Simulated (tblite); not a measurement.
C5H14SeSi.
Atom-mapped SMILES: `[CH3:1][Si:2]([CH3:3])([CH3:4])[CH2:5][CH2:6][SeH:7]` (hydrogens: H8, H9, H10 on C1; H11, H12, H13 on C3; H14, H15, H16 on C4; H17, H18 on C5; H19, H20 on C6; H21 on Se7)

Computed with GFN2-xTB (tblite), gas phase: L-BFGS steps from a force-field or distance-geometry start until the largest atomic force falls under 0.01 eV/Å.

Step 10: E = -618.1700 eV
```
atom  x, y, z in Å  |  force x, y, z in eV/Å
C1     -1.9054   -1.5008    0.3441    0.029   0.043  -0.022
Si2    -0.7075   -0.0793   -0.0851   -0.027   0.005  -0.008
C3     -1.3398    1.5592    0.6695    0.022  -0.061  -0.030
C4     -0.5553    0.0933   -1.9836   -0.022  -0.001   0.056
C5      1.0106   -0.5105    0.6584   -0.076   0.019  -0.026
C6      2.0273    0.5624    0.3552   -0.001  -0.020   0.010
Se7     3.8192    0.1193    1.0798    0.035   0.016  -0.046
H8     -1.5722   -2.4477   -0.0693    0.004   0.011   0.007
H9     -2.0083   -1.6273    1.4173    0.000  -0.001  -0.008
H10    -2.8914   -1.2967   -0.0592   -0.031  -0.018   0.007
H11    -0.7102    2.4028    0.4012    0.001  -0.023  -0.016
H12    -2.3433    1.7778    0.3179   -0.010   0.019   0.008
H13    -1.3767    1.5108    1.7539   -0.001  -0.010  -0.002
H14     0.0794    0.9276   -2.2684    0.001  -0.012   0.024
H15    -0.1444   -0.8042   -2.4376   -0.001   0.013   0.018
H16    -1.5306    0.2654   -2.4285   -0.004  -0.006  -0.016
H17     0.9290   -0.6396    1.7389   -0.005   0.017  -0.023
H18     1.3596   -1.4654    0.2590   -0.022   0.023  -0.016
H19     1.7594    1.5145    0.8115    0.017   0.007   0.028
H20     2.1593    0.7085   -0.7168    0.003   0.015   0.009
H21     3.9323   -1.0530    0.2413    0.088  -0.035   0.046
```

Step 11: E = -618.1711 eV
```
atom  x, y, z in Å  |  force x, y, z in eV/Å
C1     -1.9062   -1.5006    0.3436    0.016   0.031  -0.013
Si2    -0.7086   -0.0792   -0.0854   -0.026   0.005  -0.016
C3     -1.3401    1.5589    0.6694    0.009  -0.045  -0.023
C4     -0.5565    0.0937   -1.9842   -0.014  -0.005   0.055
C5      1.0099   -0.5105    0.6581   -0.073   0.022  -0.028
C6      2.0263    0.5629    0.3553    0.021  -0.026   0.013
Se7     3.8213    0.1190    1.0757    0.027   0.072   0.005
H8     -1.5720   -2.4478   -0.0687    0.000   0.014   0.000
H9     -2.0085   -1.6280    1.4169    0.000   0.005  -0.010
H10    -2.8934   -1.2979   -0.0588   -0.013  -0.020   0.009
H11    -0.7101    2.4021    0.4004    0.000  -0.027  -0.010
H12    -2.3440    1.7793    0.3185    0.002   0.012   0.010
H13    -1.3768    1.5105    1.7541    0.002  -0.008  -0.013
H14     0.0805    0.9277   -2.2673   -0.022  -0.022   0.021
H15    -0.1438   -0.8042   -2.4371   -0.013   0.025   0.020
H16    -1.5323    0.2652   -2.4300    0.026  -0.005  -0.009
H17     0.9284   -0.6386    1.7390   -0.004   0.008  -0.033
H18     1.3585   -1.4656    0.2573   -0.024   0.038  -0.002
H19     1.7609    1.5153    0.8142    0.021  -0.018   0.010
H20     2.1601    0.7086   -0.7165   -0.012   0.024   0.009
H21     3.9376   -1.0539    0.2451    0.079  -0.080   0.005
```

Step 12: E = -618.1724 eV
```
atom  x, y, z in Å  |  force x, y, z in eV/Å
C1     -1.9072   -1.5001    0.3428   -0.011   0.003   0.002
Si2    -0.7106   -0.0791   -0.0861   -0.023   0.003  -0.018
C3     -1.3405    1.5579    0.6689   -0.013  -0.008  -0.007
C4     -0.5582    0.0941   -1.9842   -0.003  -0.007   0.033
C5      1.0079   -0.5100    0.6573   -0.039   0.025  -0.023
C6      2.0255    0.5631    0.3556    0.038  -0.023   0.010
Se7     3.8246    0.1200    1.0704    0.015   0.108   0.048
H8     -1.5720   -2.4477   -0.0678   -0.001   0.017  -0.010
H9     -2.0089   -1.6289    1.4162    0.001   0.014  -0.010
H10    -2.8963   -1.3000   -0.0579    0.009  -0.018   0.009
H11    -0.7102    2.4009    0.3992    0.001  -0.030  -0.006
H12    -2.3447    1.7816    0.3197    0.013   0.000   0.010
H13    -1.3770    1.5101    1.7540    0.007  -0.009  -0.024
H14     0.0814    0.9273   -2.2657   -0.042  -0.026   0.020
H15    -0.1434   -0.8037   -2.4362   -0.022   0.029   0.022
H16    -1.5337    0.2648   -2.4323    0.050  -0.002   0.000
H17     0.9276   -0.6371    1.7384   -0.009  -0.002  -0.037
H18     1.3566   -1.4649    0.2553   -0.029   0.048   0.009
H19     1.7634    1.5159    0.8177    0.023  -0.045  -0.010
H20     2.1608    0.7093   -0.7160   -0.029   0.032   0.009
H21     3.9460   -1.0566    0.2502    0.064  -0.108  -0.027
```

Step 13: E = -618.1739 eV
```
atom  x, y, z in Å  |  force x, y, z in eV/Å
C1     -1.9087   -1.4994    0.3419   -0.035  -0.029   0.018
Si2    -0.7137   -0.0789   -0.0873   -0.017   0.001  -0.010
C3     -1.3413    1.5567    0.6681   -0.034   0.034   0.011
C4     -0.5604    0.0945   -1.9836    0.010  -0.009   0.002
C5      1.0048   -0.5088    0.6558    0.013   0.027  -0.012
C6      2.0252    0.5627    0.3561    0.047  -0.014   0.000
Se7     3.8292    0.1232    1.0645    0.003   0.098   0.065
H8     -1.5721   -2.4474   -0.0668   -0.001   0.016  -0.023
H9     -2.0094   -1.6298    1.4152    0.003   0.025  -0.002
H10    -2.8999   -1.3032   -0.0566    0.025  -0.013   0.004
H11    -0.7102    2.3988    0.3976    0.008  -0.029  -0.003
H12    -2.3455    1.7847    0.3213    0.015  -0.012   0.005
H13    -1.3772    1.5096    1.7535    0.012  -0.011  -0.027
H14     0.0817    0.9263   -2.2634   -0.053  -0.015   0.017
H15    -0.1432   -0.8025   -2.4348   -0.025   0.017   0.020
H16    -1.5346    0.2643   -2.4354    0.059   0.003   0.008
H17     0.9264   -0.6354    1.7370   -0.020  -0.012  -0.033
H18     1.3537   -1.4633    0.2528   -0.033   0.045   0.013
H19     1.7670    1.5156    0.8221    0.022  -0.064  -0.027
H20     2.1611    0.7109   -0.7150   -0.042   0.038   0.005
H21     3.9581   -1.0618    0.2564    0.044  -0.095  -0.031
```

Question: Estimate the geometry and energy of step 14. (The exact step hangs on the optimiser's Hessian estimate; all steps are aligned on step 13, rigid shifts and turns removed.)

Answer: E = -618.1752 eV, largest force 0.068 eV/Å
```
atom  x, y, z in Å  |  force x, y, z in eV/Å
C1     -1.9105   -1.4993    0.3413   -0.037  -0.042   0.025
Si2    -0.7169   -0.0787   -0.0884   -0.009  -0.001   0.007
C3     -1.3424    1.5559    0.6675   -0.036   0.050   0.017
C4     -0.5622    0.0947   -1.9829    0.016  -0.010  -0.016
C5      1.0021   -0.5070    0.6543    0.048   0.025  -0.002
C6      2.0257    0.5621    0.3566    0.046  -0.005  -0.013
Se7     3.8336    0.1275    1.0599    0.000   0.042   0.049
H8     -1.5722   -2.4468   -0.0664    0.000   0.008  -0.032
H9     -2.0099   -1.6303    1.4143    0.003   0.028   0.012
H10    -2.9028   -1.3063   -0.0554    0.024  -0.006  -0.003
H11    -0.7101    2.3965    0.3962    0.015  -0.018  -0.002
H12    -2.3461    1.7873    0.3228    0.001  -0.016  -0.004
H13    -1.3771    1.5090    1.7526    0.014  -0.012  -0.016
H14     0.0811    0.9253   -2.2610   -0.046   0.006   0.011
H15    -0.1435   -0.8012   -2.4332   -0.019  -0.008   0.012
H16    -1.5344    0.2639   -2.4382    0.045   0.009   0.008
H17     0.9250   -0.6340    1.7352   -0.029  -0.018  -0.021
H18     1.3505   -1.4610    0.2508   -0.030   0.028   0.009
H19     1.7708    1.5143    0.8256    0.016  -0.059  -0.030
H20     2.1606    0.7130   -0.7141   -0.046   0.040  -0.006
H21     3.9700   -1.0680    0.2619    0.022  -0.042  -0.006
```

The energy changes by -0.0013 eV. The first-order estimate −F·Δx gives -0.0018 eV and the mean of the old and new forces, exact on a quadratic surface, -0.0013 eV. The step makes an angle of 69° with the force vector and moves no atom by more than 0.014 Å.

The cost below is that of the whole relaxation. On one thread, Arm Neoverse V1 (aarch64), no GPU, shared host with 32 logical CPUs at a one-minute load of 15, this took 0.34 s of wall time.
